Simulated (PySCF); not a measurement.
**Property card for `O=C1OC[C@H]1C[SiH3]`**

Species: C4H8O2Si.
Z-matrix (Å and degrees, PBE0-D3(BJ)/def2-SVP geometry), rows numbered from 1:
```
O 
C   1  1.1869
O   2  1.3578  1  128.35
C   3  1.4463  2   92.13  1   175.45
C   2  1.5251  1  137.11  3   178.16
C   5  1.5167  2  117.78  1   -54.58
Si  6  1.8989  5  114.97  2    67.43
H   4  1.0991  3  111.32  2   122.86
H   4  1.1003  3  110.78  2  -113.86
H   5  1.1030  2  109.69  1    73.76
H   6  1.1033  5  109.56  2  -172.13
H   6  1.1039  5  110.41  2   -55.25
H   7  1.4958  6  109.19  5    51.27
H   7  1.4951  6  108.05  5   169.42
H   7  1.4892  6  112.02  5   -70.20
```

Structural features include: ester, Si–H bond and C–Si bond.

**PBE0-D3(BJ)/def2-SVP geometry optimisation, gas phase (PySCF)**

* Point group: C1
* Rotational constants A, B, C: 4.150, 1.411, 1.113 GHz

From CAM-B3LYP/def2-SVPD ground state and vertical TDDFT (core frozen in the response) (PySCF):

- Dipole moment: 4.42 D
- HOMO energy: -9.63 eV
- LUMO energy: 0.72 eV
- HOMO–LUMO gap: 10.35 eV
- Lowest singlet excitation: 5.92 eV (209 nm, f = 0.001)
- Strongest line among the 6 lowest singlet transitions: S3 at 7.93 eV (156 nm, f = 0.059)
- Static isotropic polarisability: 78.4 au
- Electronic spatial extent ⟨r²⟩ about the centre of nuclear charge: 1054 bohr²

Monoisotopic mass from the formula: 116.0294 u.

The dipole equals about 14.7 × 10⁻³⁰ C·m (1 D = 3.33564 × 10⁻³⁰ C·m). A dipole of 4.42 D is allowed in C1, and pure rotational transitions are dipole-allowed. No computed singlet falls in the visible range (750 to 380 nm, 1.65 to 3.26 eV); S1 lies 2.66 eV above its blue end. In wavenumbers S1 is 47800 cm⁻¹ (1 eV = 8065.54 cm⁻¹). The polarisability is 11.62 Å³ as a volume (1 au = 0.148185 Å³), or 1.26 au for each of the 62 electrons.

One conformer stands for the species.
